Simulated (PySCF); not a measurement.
Two species compared at the same levels of theory.

First species: C3H6N2OSi.
Numbering: `[N:1]#[C:2]/[C:3]([CH2:4][OH:5])=[N:6]/[SiH3:7]` (hydrogens: H8, H9 on C4; H10 on O5; H11, H12, H13 on Si7)

Second species: C₃H₉ClO₂Si₂.
SMILES: `[SiH3]CO[SiH2]O/C=C\Cl`

Levels: PBE0/pcSseg-1 for dipole moment, HOMO energy, LUMO energy and HOMO–LUMO gap; GFN2-xTB for rotational constant A and rotational constant C. Geometries: GFN2-xTB. All species are isolated and taken at one optimised geometry, non-relativistic unless stated. Electronic properties by PySCF.

Dipoles, sizes and rotational constants follow the conformer. The torsions of the flexible species, by atom-mapped SMILES:
- `[N:1]#[C:2]/[C:3]([CH2:4][OH:5])=[N:6]/[SiH3:7]`: C2–C3–C4–O5 -164°, H–O5–C4–C3 68°
- `[SiH3:1][CH2:2][O:3][SiH2:4][O:5]/[CH:6]=[CH:7]\[Cl:8]`: Si1–C2–O3–Si4 86°, C2–O3–Si4–O5 180°, O3–Si4–O5–C6 180°, Si4–O5–C6–C7 1°

```tsv
property	column X	column Y
dipole moment	0.38 D	3.43 D
HOMO energy	-6.87 eV	-7.74 eV
LUMO energy	0.34 eV	-2.32 eV
HOMO–LUMO gap	7.21 eV	5.42 eV
rotational constant A	2.938 GHz	3.455 GHz
rotational constant C	0.433 GHz	1.062 GHz
```

(1) Which column belongs to which species?

(2) How does each property change from the first species to the second?

Answers

(1) Column X is the second species and column Y the first. The first has 13 atoms and 60 electrons, the second 17 and 88.

(2) dipole moment -3.05 D; HOMO energy +0.87 eV; LUMO energy +2.66 eV; HOMO–LUMO gap +1.79 eV; rotational constant A -0.517 GHz; rotational constant C -0.629 GHz.

On the first: The dipole matches unit charges of opposite sign 0.71 Å apart (1 e·Å = 4.8032 D).

On the second: The dipole equals about 1.3 × 10⁻³⁰ C·m (1 D = 3.33564 × 10⁻³⁰ C·m).
